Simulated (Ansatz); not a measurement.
CH7AlO4Si, relaxed with RKS PBE0-D4/def2-TZVP in the Gaussian-basis code of Ansatz from a GFN2-xTB geometry. The force threshold is 0.005 eV/Å; the program also tests the step.

Charge 0, multiplicity 1. The bonds changed during the relaxation, so this is another structure than the one it started from.

Start:

```xyz
14

C     0.292    2.251   -0.946
Al   -0.489    0.433   -1.163
O     0.617   -0.926   -0.906
Si    0.167   -1.354    0.568
O    -0.621   -2.730    0.832
O     1.305   -1.197    1.704
O    -1.027   -0.162    0.717
H     1.243    2.355   -1.480
H    -0.389    2.974   -1.401
H     0.477    2.599    0.075
H    -1.734   -0.048   -1.916
H    -0.130   -3.546    0.859
H     1.942   -0.492    1.614
H    -1.653   -0.159    1.442
```

Q: How much energy does the relaxation release, and in how many steps? (Estimate.)

A: Computed: 4.77 kcal/mol, in 17 steps.

Q: Which bonds change most? (Best estimate.)

A: Ansatz gave: Al2–H11 from 1.532 to 1.589 Å; C1–Al2 from 1.991 to 1.949 Å; Al2–Si4 from 2.573 to 2.607 Å; Al2–O3 from 1.771 to 1.792 Å.

Q: Give the relaxed structure. (Best estimate.)

A: Ansatz gave: 
```xyz
14

C     0.253    2.300   -1.015
Al   -0.430    0.478   -1.124
O     0.750   -0.829   -0.788
Si    0.216   -1.352    0.617
O    -0.604   -2.747    0.731
O     1.277   -1.334    1.847
O    -0.975   -0.127    0.735
H     0.803    2.569   -1.923
H    -0.557    3.029   -0.910
H     0.936    2.439   -0.172
H    -1.655    0.084   -2.056
H    -0.186   -3.466    1.206
H     2.019   -0.732    1.762
H    -1.847   -0.312    1.090
```
